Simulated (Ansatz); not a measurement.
Geometry optimisation, RKS PBE0-D4/6-31G in Ansatz.

Input:

```yaml
crystal:
  periodic: [false, false, false]
  atoms:
    - { symbol: Na, position_ang: [-0.47909, -2.74923, 1.70379] }
    - { symbol: O, position_ang: [0.11487, -1.25946, 0.72325] }
    - { symbol: C, position_ang: [0.58009, -0.25534, 0.04003] }
    - { symbol: Si, position_ang: [-0.36696, 1.11533, -0.58404] }
    - { symbol: H, position_ang: [1.66078, -0.26882, -0.16008] }
    - { symbol: H, position_ang: [-1.79973, 1.25094, -0.39027] }
    - { symbol: H, position_ang: [0.29005, 2.16658, -1.33269] }
basis:
  gaussian: { orbitals: "6-31G" }
hamiltonian:
  xc: pbe0
  dispersion: d4
relax:
  f_tol: 0.02
  max_steps: 40
output:
  orbitals: {}
```

Launched with:

```bash
$ ansatz run input.yaml --threads 1 --pin off --max-ram 2048MiB --backend cpu --events-out ev --progress --plain --runs-dir out
```

Question: Where does it end, and by what steps?

Answer: The forces met the threshold. Limits of this set-up: no polarisation functions. After 26 steps the energy has fallen by 0.638 eV; Na1 moved furthest, 1.78 Å. Joined: Na1–C3 (3.18 → 2.75 Å), Na1–Si4 (4.49 → 3.17 Å), Na1–H6 (4.70 → 2.14 Å).

```json
{"step": "0", "energy less start (eV)": "0.0000", "largest force component (eV/Å)": "0.869", "accepted": "yes"}
{"step": "1", "energy less start (eV)": "-0.0825", "largest force component (eV/Å)": "0.422", "accepted": "yes"}
{"step": "2", "energy less start (eV)": "-0.1001", "largest force component (eV/Å)": "0.234", "accepted": "yes"}
{"step": "3", "energy less start (eV)": "-0.1067", "largest force component (eV/Å)": "0.227", "accepted": "yes"}
{"step": "4", "energy less start (eV)": "-0.1455", "largest force component (eV/Å)": "0.319", "accepted": "yes"}
{"step": "5", "energy less start (eV)": "-0.2012", "largest force component (eV/Å)": "0.541", "accepted": "yes"}
{"step": "6", "energy less start (eV)": "-0.2381", "largest force component (eV/Å)": "0.743", "accepted": "yes"}
{"step": "7", "energy less start (eV)": "-0.2853", "largest force component (eV/Å)": "0.408", "accepted": "yes"}
{"step": "8", "energy less start (eV)": "-0.3028", "largest force component (eV/Å)": "0.351", "accepted": "yes"}
{"step": "9", "energy less start (eV)": "-0.3176", "largest force component (eV/Å)": "0.377", "accepted": "yes"}
{"step": "10", "energy less start (eV)": "-0.3485", "largest force component (eV/Å)": "0.359", "accepted": "yes"}
{"step": "11", "energy less start (eV)": "-0.3930", "largest force component (eV/Å)": "0.451", "accepted": "yes"}
{"step": "12", "energy less start (eV)": "-0.4629", "largest force component (eV/Å)": "0.549", "accepted": "yes"}
{"step": "13", "energy less start (eV)": "-0.5445", "largest force component (eV/Å)": "0.548", "accepted": "yes"}
{"step": "14", "energy less start (eV)": "-0.6072", "largest force component (eV/Å)": "0.273", "accepted": "yes"}
{"step": "15", "energy less start (eV)": "-0.6174", "largest force component (eV/Å)": "0.237", "accepted": "yes"}
{"step": "16", "energy less start (eV)": "-0.6022", "largest force component (eV/Å)": "0.419", "accepted": "no"}
{"step": "17", "energy less start (eV)": "-0.6237", "largest force component (eV/Å)": "0.060", "accepted": "yes"}
{"step": "18", "energy less start (eV)": "-0.6279", "largest force component (eV/Å)": "0.160", "accepted": "yes"}
{"step": "19", "energy less start (eV)": "-0.6315", "largest force component (eV/Å)": "0.225", "accepted": "yes"}
{"step": "20", "energy less start (eV)": "-0.6314", "largest force component (eV/Å)": "0.284", "accepted": "no"}
{"step": "21", "energy less start (eV)": "-0.6353", "largest force component (eV/Å)": "0.135", "accepted": "yes"}
{"step": "22", "energy less start (eV)": "-0.6372", "largest force component (eV/Å)": "0.041", "accepted": "yes"}
{"step": "23", "energy less start (eV)": "-0.6373", "largest force component (eV/Å)": "0.066", "accepted": "yes"}
{"step": "24", "energy less start (eV)": "-0.6373", "largest force component (eV/Å)": "0.051", "accepted": "no"}
{"step": "25", "energy less start (eV)": "-0.6375", "largest force component (eV/Å)": "0.027", "accepted": "yes"}
{"step": "26", "energy less start (eV)": "-0.6376", "largest force component (eV/Å)": "0.011", "accepted": "yes"}
```

```xyz
7
Properties=species:S:1:pos:R:3
Na -1.397 -1.585 0.727
O 0.734 -1.371 0.656
C 0.918 -0.245 0.074
Si -0.247 1.286 0.052
H 1.939 -0.065 -0.317
H -1.615 0.499 0.279
H -0.332 1.481 -1.471
```

Whether the end is a true minimum wasn't checked by a vibrational analysis.

The run took 88 s on 1 thread of Arm Neoverse V1, with other jobs on the host, peak memory 0.15 GiB.
